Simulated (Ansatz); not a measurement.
Job for Ansatz (a first-principles code): R-CCSD(T)/def2-TZVPP on FH3SiSn (SMILES [F][Sn][SiH3]), a point of a torsion scan. Elements past Kr take the def2 small-core potentials; no spin–orbit coupling. The run froze 15 orbitals, filled d shells among them.

Ansatz 0.2 input:
```yaml
crystal:
  periodic: [false, false, false]
  atoms:
    - {symbol: F, position_ang: [2.64445792, 0.74294850, -0.16794025]}
    - {symbol: Sn, position_ang: [1.77082579, -1.07524441, 0.24508383]}
    - {symbol: Si, position_ang: [-0.65451426, -0.08612931, 0.01234469]}
    - {symbol: H, position_ang: [-0.77960933, 1.17647396, -0.74020919]}
    - {symbol: H, position_ang: [-1.30873561, 0.22050634, 1.31000293]}
    - {symbol: H, position_ang: [-1.66724437, -0.95877632, -0.63544930]}
basis:
  gaussian:
    orbitals: def2-TZVPP
magnetization: {spin_polarized: false}
correlation: {method: ccsd_t, electrons: outside_noble_gas}
scf: {lower_state_search: off}
```

The head of its log:

```
WARN ansatz: RAYON_NUM_THREADS=1 ignored (pool sized by the plan → 1); use --threads N
Functional definition: HF
these checks for a lower state are left out or cut short: stability, starts, cluster_reference, orbital_swaps, neighbouring_geometries, increment
integrals: 0.45 GiB planned
1151 factors; integrals over basis functions are off by at most 6.6e-4 eV
mean field: 0.48 GiB planned
mean field evaluation 1: about -16419.9002 eV, gradient 3.6e1 eV
mean field evaluation 2: about -16420.0104 eV, gradient 3.6e1 eV
mean field evaluation 4: about -16423.0637 eV, gradient 3.1e0 eV
mean field evaluation 8: about -16423.1542 eV, gradient 2.8e-1 eV
mean field -16423.15484064 eV, -603.5398083793 hartree, gradient 2.1e-6 eV, S^2 0.000000; 0 other end points of the search recorded, 0 dependent functions left out
15 core orbitals not correlated, not the lowest: weight in the atoms' cores, before any rotation towards them, 0.931 or more for the frozen orbitals, at most 0.086 for the correlated occupied ones
reference -16423.15484064 eV, -603.5398083793 hartree; 9, 9 occupied and 141, 141 virtual orbitals, 1151 factors
```

Give the final energy of this run.

-604.0551 hartree (reference determinant -603.5398, T1 diagnostic 0.018).
